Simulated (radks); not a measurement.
As11+, 22 electrons, occupied as [Ar] 3d4. All-electron calculation, scalar-relativistic Kohn-Sham, LDA (Slater exchange, Perdew-Wang correlation), spin-polarised, spherical densities, finite nucleus; open shells are filled with parallel spins first; Fermi nuclear charge, rms radius 4.0968 fm. Program: a radial shooting solver on a logarithmic mesh with Libxc functionals.

Normalised radial functions P(r) = r R(r), r in bohr:

r,3s up,3s down,3p down
0.004668,0.2136,0.2119,0.0102
0.005981,0.2594,0.2574,0.0161
0.007665,0.3107,0.3083,0.0253
0.009822,0.3653,0.3624,0.0395
0.01259,0.4188,0.4156,0.0611
0.01613,0.4639,0.4603,0.0935
0.02067,0.4893,0.4855,0.1411
0.02649,0.4791,0.4753,0.2085
0.03394,0.4145,0.4112,0.3002
0.04349,0.2770,0.2747,0.4173
0.05574,0.0569,0.0562,0.5541
0.07142,-0.2339,-0.2324,0.6914
0.09153,-0.5466,-0.5426,0.7915
0.1173,-0.7872,-0.7810,0.7964
0.1503,-0.8303,-0.8230,0.6398
0.1926,-0.5686,-0.5623,0.2774
0.2468,0.0057,0.0085,-0.2676
0.3188,0.7589,0.7559,-0.8888
0.4086,1.3418,1.3351,-1.3377
0.5236,1.5127,1.5085,-1.4542
0.6709,1.2375,1.2402,-1.2115
0.8597,0.7401,0.7480,-0.7683
1.102,0.3110,0.3183,-0.3555
1.412,0.0854,0.0889,-0.1119
1.809,0.0138,0.0147,-0.0217
2.318,0.0011,0.0013,-0.0023
2.971,0.0000,0.0000,-0.0001
3.807,0.0000,0.0000,0.0000

3s up: eigenvalue -464.99 eV, 2 radial nodes at r = 0.0588, 0.246 bohr, <r> = 0.559 bohr, 90 % of the charge inside 0.822 bohr. 3s down: eigenvalue -457.18 eV, 2 radial nodes at r = 0.0587, 0.246 bohr, <r> = 0.561 bohr, 90 % of the charge inside 0.826 bohr. 3p down: eigenvalue -399.81 eV, 1 radial node at r = 0.220 bohr, <r> = 0.563 bohr, 90 % of the charge inside 0.846 bohr.
